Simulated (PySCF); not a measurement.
# NMR data sheet: C₅H₈F₃PSi

- Formula: C5H8F3PSi
- SMILES: CC([SiH3])=C=PCC(F)(F)F
- InChI: InChI=1S/C5H8F3PSi/c1-4(10)2-9-3-5(6,7)8/h3H2,1,10H3
- Point group of the computed structure: C1
- Carbon signals: 5
- Proton signals: 3

Atom-mapped SMILES (the numbers label the heavy atoms): `[CH3:1][C:2]([SiH3:3])=[C:4]=[P:5][CH2:6][C:7]([F:8])([F:9])[F:10]`. Each H is labelled by its parent atom.

[PySCF 2.14: GFN2-xTB structure; shielding tensors at PBE0/pcSseg-1 (GIAO); non-relativistic; rapidly exchanging positions averaged; no solvent model; a single conformation]

Referencing at the same level of theory: ¹H (31.72 ppm) and ¹³C (186.93 ppm) and ²⁹Si (349.16 ppm) vs TMS; ¹⁹F (170.95 ppm) against CFCl3; ³¹P (318.38 ppm) vs H3PO4.

| carbon | δC, type | δH (multiplicity) | HMBC from (2–3 bonds) | span of the C tensor (ppm) |
| --- | --- | --- | --- | --- |
| C1 | 21.4, CH3 | 2.06 (s) | H(Si3) | 28 |
| C2 | 116.9, C | – | H(Si3), H(C1) | 189 |
| C4 | 265.5, C | – | H(Si3), H(C6), H(C1) | 200 |
| C6 | 33.3, CH2 | 2.51 (m) | – | 32 |
| C7 | 136.3, C | – | H(C6) | 13 |

Other nuclei:
```csv
atoms,nucleus,environment,δ (ppm),σ (ppm)
H(Si3),¹H,hydrogen on a silicon bonded to C,4.37,27.35
F8/F9/F10,¹⁹F,fluorine of a CF3 group,-72.4,243.3
P5,³¹P,phosphorus bonded to 2 C,8.1,310.3
Si3,²⁹Si,"silicon bonded to C, 3 H",-57.9,407.1
```

1. δC 265.5: cumulene carbon.
2. δC 136.3: CF3 carbon; 3 electronegative neighbours deshield it.
3. δC 116.9: fully substituted alkene carbon; as expected for a trigonal carbon in a double bond.
4. δC 21.4: allylic methyl carbon; saturated and bonded to C and H only.
5. δH 2.06: hydrogen on an allylic methyl carbon; allylic position.

Splittings by ¹⁹F and ³¹P in the carbon and heteronuclear signals aren't shown, as no couplings were computed. Shifts are as computed. Against solution values, carbons near 30 ppm lie about +3 ppm off and those near 130 ppm about +5 ppm. Of 1211 compounds with measured shifts, 218 miss one by over three times the rms of a fit or turn the order of signals round; such compounds aren't used in these exercises. Unscaled 19F shifts against computed CFCl3 carry errors that often reach 10 to 50 ppm. Experimental scales use liquid or dissolved standards, which lie at an offset from isolated H3PO4. Multiplicities follow the n + 1 count of equivalent neighbours, as no J values were calculated; m marks all less simple cases, F and P coupling included.
